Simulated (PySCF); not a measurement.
C4H10O2 (SMILES COCC(C)O), singlet, geometry from GFN2-xTB; PySCF with CCSD(T)/STO-3G.

Here is a job for PySCF.
```python
from pyscf import gto, scf, cc

mol = gto.M(
    atom='''
C     2.54950472    0.54334797   -0.24605806
O     1.38345909   -0.09997987    0.19559518
C     0.23988357    0.24045846   -0.55972664
C    -0.95499430   -0.50342354    0.04806535
C    -2.24478646   -0.19004403   -0.69843881
O    -1.11983341   -0.13106068    1.39642165
H     2.45241018    1.63403526   -0.17660422
H     3.35582024    0.20771282    0.40294336
H     2.78045923    0.27681584   -1.28466438
H     0.06530137    1.32623464   -0.51216537
H     0.37389487   -0.04723821   -1.61269568
H    -0.74305430   -1.58420892   -0.01046806
H    -2.44188471    0.87797047   -0.66031259
H    -2.17127461   -0.50778994   -1.73444189
H    -3.06987896   -0.70923108   -0.22025609
H    -0.24844409   -0.16800953    1.80947925
''',
    basis='sto-3g',
    verbose=4,
)

mf = scf.RHF(mol)
mf.kernel()

mycc = cc.CCSD(mf, frozen=6)
mycc.kernel()
et = mycc.ccsd_t()
print('E(CCSD(T)) = %.10f' % (mycc.e_tot + et))
```

It wrote (shortened):

```
PySCF version 2.14.0

[INPUT] verbose = 4
[INPUT] num. atoms = 16
[INPUT] num. electrons = 50
[INPUT] charge = 0
[INPUT] spin (= nelec alpha-beta = 2S) = 0
[INPUT] symmetry False subgroup None
[INPUT] Mole.unit = angstrom
[INPUT] Symbol           X                Y                Z      unit          X                Y                Z       unit  Magmom
[INPUT]  1 C      2.549504720000   0.543347970000  -0.246058060000 AA    4.817865674086   1.026778853638  -0.464982344142 Bohr   0.0
[INPUT]  2 O      1.383459090000  -0.099979870000   0.195595180000 AA    2.614358784640  -0.188934572270   0.369621321485 Bohr   0.0
[INPUT]  3 C      0.239883570000   0.240458460000  -0.559726640000 AA    0.453314249083   0.454400633735  -1.057730054223 Bohr   0.0
[INPUT]  4 C     -0.954994300000  -0.503423540000   0.048065350000 AA   -1.804677677521  -0.951332615259   0.090830347581 Bohr   0.0
[INPUT]  5 C     -2.244786460000  -0.190044030000  -0.698438810000 AA   -4.242031617532  -0.359131168309  -1.319858065667 Bohr   0.0
[INPUT]  6 O     -1.119833410000  -0.131060680000   1.396421650000 AA   -2.116178450038  -0.247668790899   2.638854472913 Bohr   0.0
[INPUT]  7 H      2.452410180000   1.634035260000  -0.176604220000 AA    4.634383585295   3.087879119282  -0.333733608242 Bohr   0.0
[INPUT]  8 H      3.355820240000   0.207712820000   0.402943360000 AA    6.341581176872   0.392520342361   0.761452594112 Bohr   0.0
[INPUT]  9 H      2.780459230000   0.276815840000  -1.284664380000 AA    5.254306445219   0.523106124541  -2.427663840184 Bohr   0.0
[INPUT] 10 H      0.065301370000   1.326234640000  -0.512165370000 AA    0.123401704859   2.506220246511  -0.967852279787 Bohr   0.0
[INPUT] 11 H      0.373894870000  -0.047238210000  -1.612695680000 AA    0.706558903680  -0.089267279515  -3.047553157469 Bohr   0.0
[INPUT] 12 H     -0.743054300000  -1.584208920000  -0.010468060000 AA   -1.404169122680  -2.993720982893  -0.019781766456 Bohr   0.0
[INPUT] 13 H     -2.441884710000   0.877970470000  -0.660312590000 AA   -4.614493329663   1.659123733756  -1.247809951702 Bohr   0.0
[INPUT] 14 H     -2.171274610000  -0.507789940000  -1.734441890000 AA   -4.103114354122  -0.959583915409  -3.277620151073 Bohr   0.0
[INPUT] 15 H     -3.069878960000  -0.709231080000  -0.220256090000 AA   -5.801230469965  -1.340252500229  -0.416223687368 Bohr   0.0
[INPUT] 16 H     -0.248444090000  -0.168009530000   1.809479250000 AA   -0.469491287367  -0.317491998017   3.419420210583 Bohr   0.0

nuclear repulsion = 261.36495692788
number of shells = 28
number of NR pGTOs = 120
number of NR cGTOs = 40
basis = sto-3g
ecp = {}

******** <class 'pyscf.scf.hf.RHF'> ********
method = RHF
initial guess = minao
damping factor = 0
level_shift factor = 0
DIIS = <class 'pyscf.scf.diis.CDIIS'>
diis_start_cycle = 1
diis_space = 8
diis_damp = 0
SCF conv_tol = 1e-09
SCF conv_tol_grad = None
SCF max_cycles = 50
direct_scf = True
direct_scf_tol = 1e-13
Set gradient conv threshold to 3.16228e-05
Initial guess from minao.
init E= -304.125992678144
  HOMO = -0.287522384089723  LUMO = 0.326364726645109  gap/eV = 16.70472
cycle= 1 E= -302.998353173676  delta_E= 1.13  |g|= 0.585  |ddm|= 4.66
  HOMO = -0.222943024113456  LUMO = 0.529526444789881  gap/eV = 20.47574
cycle= 2 E= -303.116707233395  delta_E= -0.118  |g|= 0.158  |ddm|= 0.943
  HOMO = -0.328093804663161  LUMO = 0.531428761219392  gap/eV = 23.38880
cycle= 3 E= -303.124344277324  delta_E= -0.00764  |g|= 0.0302  |ddm|= 0.222
  HOMO = -0.338934992351965  LUMO = 0.526243266413382  gap/eV = 23.54270
cycle= 4 E= -303.1248267453  delta_E= -0.000482  |g|= 0.00381  |ddm|= 0.0682
  HOMO = -0.336448286607698  LUMO = 0.527535299740962  gap/eV = 23.51019
cycle= 5 E= -303.124834563968  delta_E= -7.82e-06  |g|= 0.000852  |ddm|= 0.00846
  HOMO = -0.336721442464426  LUMO = 0.527419580419564  gap/eV = 23.51447
cycle= 6 E= -303.124835028395  delta_E= -4.64e-07  |g|= 0.000128  |ddm|= 0.00234
  HOMO = -0.336759699118031  LUMO = 0.527394927167482  gap/eV = 23.51485
cycle= 7 E= -303.12483503695  delta_E= -8.55e-09  |g|= 3.61e-05  |ddm|= 0.000269
  HOMO = -0.336763017325801  LUMO = 0.52739866486803  gap/eV = 23.51504
cycle= 8 E= -303.124835037824  delta_E= -8.74e-10  |g|= 7.43e-06  |ddm|= 9.81e-05
  HOMO = -0.336764002962035  LUMO = 0.527398770431939  gap/eV = 23.51507
Extra cycle  E= -303.124835037854  delta_E= -2.97e-11  |g|= 3e-06  |ddm|= 1.39e-05
converged SCF energy = -303.124835037854

******** <class 'pyscf.cc.ccsd.CCSD'> ********
CC2 = 0
CCSD nocc = 19, nmo = 34
frozen orbitals 6
max_cycle = 50
direct = 0
conv_tol = 1e-07
conv_tol_normt = 1e-05
diis_space = 6
diis_start_cycle = 0
diis_start_energy_diff = 1e+09
Init t2, MP2 energy = -303.396401865428  E_corr(MP2) -0.271566827573705
Init E_corr(CCSD) = -0.271566827577709
cycle = 1  E_corr(CCSD) = -0.329510375954929  dE = -0.0579435484  norm(t1,t2) = 0.0645896
cycle = 2  E_corr(CCSD) = -0.347537308458053  dE = -0.0180269325  norm(t1,t2) = 0.0224272
cycle = 3  E_corr(CCSD) = -0.357264524398043  dE = -0.00972721594  norm(t1,t2) = 0.00925351
cycle = 4  E_corr(CCSD) = -0.357727135184689  dE = -0.000462610787  norm(t1,t2) = 0.00164869
cycle = 5  E_corr(CCSD) = -0.357708463948561  dE = 1.86712361e-05  norm(t1,t2) = 0.000666726
cycle = 6  E_corr(CCSD) = -0.357710632877384  dE = -2.16892882e-06  norm(t1,t2) = 0.000118649
cycle = 7  E_corr(CCSD) = -0.357707908782269  dE = 2.72409512e-06  norm(t1,t2) = 4.60448e-05
cycle = 8  E_corr(CCSD) = -0.357707502674976  dE = 4.06107293e-07  norm(t1,t2) = 1.45801e-05
cycle = 9  E_corr(CCSD) = -0.35770724127693  dE = 2.61398045e-07  norm(t1,t2) = 4.62475e-06
cycle = 10  E_corr(CCSD) = -0.357707328301416  dE = -8.70244853e-08  norm(t1,t2) = 1.27636e-06
CCSD converged
E(CCSD) = -303.4825423661553  E_corr = -0.3577073283014157
CCSD(T) correction = -0.00334417023956705
E(CCSD(T)) = -303.4858865364
```
